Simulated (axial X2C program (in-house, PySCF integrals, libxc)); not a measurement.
**Low determinants of TaBr at the PBE0 level, 2c**

All values were computed with an axial X2C code built on PySCF integrals. Two-component (2c) means X2C with spin–orbit coupling and atomic mean-field two-electron Coulomb and Gaunt terms. Basis: Ta dyall-v3z [13s14p9d7f2g], Br dyall-v3z [8s9p6d1f] (cores contracted in-house); Gaussian nuclei, density fitting, unrestricted open shells. Masses: Ta 180.948 u, Br 78.918 u.

Search at 2.431 Å (vertical energies from the lowest determinant):

```
ΔE (eV)  state  electrons beyond evenly filled partner blocks  electrons in ±ω = 1/2, 3/2, 5/2, 7/2
   0.00  Ω = 1                              ω = -3/2, ω = 5/2                            64 31 11 2
   0.12  Ω = 2                               ω = 1/2, ω = 3/2                            65 31 10 2
   0.26  Ω = 3                               ω = 1/2, ω = 5/2                            63 32 11 2
   0.48  Ω = 2                 2 × ω = 1/2, ω = -3/2, ω = 5/2                            64 31 11 2
   0.50  Ω = 4                               ω = 3/2, ω = 5/2                            64 31 11 2
   0.57  Ω = 0                                           none                            64 32 10 2
   2.36  Ω = 1                              ω = -1/2, ω = 3/2                            63 31 12 2
```

Lowest determinant, Ω = 1 (⟨Sz⟩ = 1.97, ⟨Lz⟩ = -0.97 at PBE0): Re = 2.421 Å, ωe = 256.9 cm⁻¹.

The determinant in row 2 of the search, Ω = 2 (⟨Sz⟩ = -0.95, ⟨Lz⟩ = 2.95 at PBE0), was followed along the bond at PBE0; measured from the minimum of the lowest determinant it gives:

Te = 0.112 eV (905 cm⁻¹), Re = 2.393 Å, ωe = 266.2 cm⁻¹.

Problem. Compare the bond of the determinant in row 2 with that of the lowest one.

Solution. At PBE0 its Re is 0.028 Å shorter and its force constant, which goes as ωe², is 1.07 times that of the lowest determinant. T0 ≈ Te + Δωe/2 = 905 + (5) = 910 cm⁻¹.

The search compares states at one distance, so a state with another bond length can lie lower; it is not exhaustive and yields mostly the lowest determinant of each block pattern, so other components and higher states of one pattern are missing. These are energies of single determinants, not of spin-adapted states; PBE0 term energies can be off by some tenths of an eV, and the functional has no current term. Open-shell Ω = 0 determinants with evenly filled partner blocks cannot be reached by this program, so the Ω shown need not be the lowest component. The lowest determinant need not be the ground state where others lie within half an eV.
